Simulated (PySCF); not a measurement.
Cl2Pb, charge -1, multiplicity 2. Atoms are numbered in the order given.

```xyz
3

Pb     0.0000     0.0000     0.4815
Cl     0.0000    -2.1108    -1.1613
Cl     0.0000     2.1108    -1.1613
```
Charge -1, spin multiplicity 2.

The structure is a stationary point at PBE-D3(BJ)/def2-SVPD. The multiplicity is an assumed one; other spin states were not compared. The isomer is the one that the SMILES or the coordinates give; other isomers of the formula were not compared. The def2 effective core potentials stand for the cores of Pb; spin–orbit coupling is left out.

Calculation: PBE-D3(BJ)/def2-SVPD (PySCF).

Frequencies are harmonic and unscaled.

Computed normal modes with their intensities:
```tsv
mode	ν (cm⁻¹)	IR (km/mol)	moving atoms (share of kinetic energy)
1	66	2.2	Cl 88 %, Pb 12 %
2	216	91.9	Cl 82 %, Pb 18 %
3	234	37.6	Cl 87 %, Pb 13 %
```
